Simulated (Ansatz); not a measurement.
Sn2H4. The state is a triplet with charge 0. Geometry B3LYP-D4/def2-TZVP, that of the charge +1 doublet; atoms count from 1.

| atom | x (Å) | y (Å) | z (Å) |
| --- | --- | --- | --- |
| Sn1 | 0.963 | -0.396 | -0.880 |
| Sn2 | -0.963 | 0.395 | 0.880 |
| H3 | 1.354 | -2.045 | -0.984 |
| H4 | -1.359 | 2.044 | 0.966 |
| H5 | -2.138 | -0.728 | 1.371 |
| H6 | 2.143 | 0.730 | -1.354 |

In the def2 sets Sn takes a core potential; there is no spin–orbit coupling. At PBE0-D4/def2-TZVP a singlet of charge 0 lies 0.96 eV below the triplet at the same geometry. The structure comes from a short search, and lower isomers may exist.

Problem. Estimate the Mulliken populations from the PBE0/def2-TZVP orbitals of Ansatz.

Solution. 
```json
{"atom": "Sn1", "charge (e)": "0.02", "spin (α − β)": "1.06"}
{"atom": "Sn2", "charge (e)": "0.02", "spin (α − β)": "1.06"}
{"atom": "H3", "charge (e)": "-0.01", "spin (α − β)": "-0.03"}
{"atom": "H4", "charge (e)": "-0.01", "spin (α − β)": "-0.03"}
{"atom": "H5", "charge (e)": "-0.01", "spin (α − β)": "-0.03"}
{"atom": "H6", "charge (e)": "-0.01", "spin (α − β)": "-0.03"}
```
Mulliken values and Mayer orders depend strongly on the basis.

Problem. Where does the spin sit?

Solution. Summed by element: Sn 2.11, H -0.11, of 2 unpaired in all. Largest on single atoms: Sn2 1.06, Sn1 1.06, H5 -0.03.

Problem. And the Mayer bond orders between bonded heavy atoms (over 0.3)?

Solution. Sn1–Sn2 0.89 (2.73 Å).
